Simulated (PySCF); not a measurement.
CH4O4Si, SMILES O[SiH](O)C(=O)O.

Geometry: PBE0-D3(BJ)/def2-SVP. The values are those of a single conformer.

Two levels are set side by side: TDA-PBE/def2-SVPD (PySCF) and TDA-B3LYP/def2-SVPD (PySCF). Vertical, same geometry. The lowest singlet is HOMO→LUMO 99 % with PBE and HOMO→LUMO 95 % with the other functional; states are paired by order. Differences are taken from unrounded values.

```json
[
 {"quantity": "lowest singlet excitation (eV)", "TDA-B3LYP": "5.10"},
 {"quantity": "lowest triplet excitation (TDA) (eV)", "TDA-B3LYP": "4.42"},
 {"quantity": "first bright state (f over 0.05) (eV)", "TDA-B3LYP": "7.10"},
 {"quantity": "its oscillator strength", "TDA-B3LYP": "0.05"}
]
```

Task: What does TDA-PBE give, and how far is it from TDA-B3LYP? (The exact figures need the calculation; the answer reports its results.)

Result: 
```
quantity                               TDA-PBE  TDA-PBE minus TDA-B3LYP
-------------------------------------  -------  -----------------------
lowest singlet excitation (eV)            4.88                    -0.23
lowest triplet excitation (TDA) (eV)      4.21                    -0.21
first bright state (f over 0.05) (eV)     6.56                    -0.55
its oscillator strength                   0.06                     0.01
```

Functionals without exact exchange tend to place singlet excitations lower, as here. Differences between two approximate levels are no errors against the true value.

Rough cost on one machine, each run with all the roots and properties that it gave: TDA-B3LYP against TDA-PBE about 2 times.
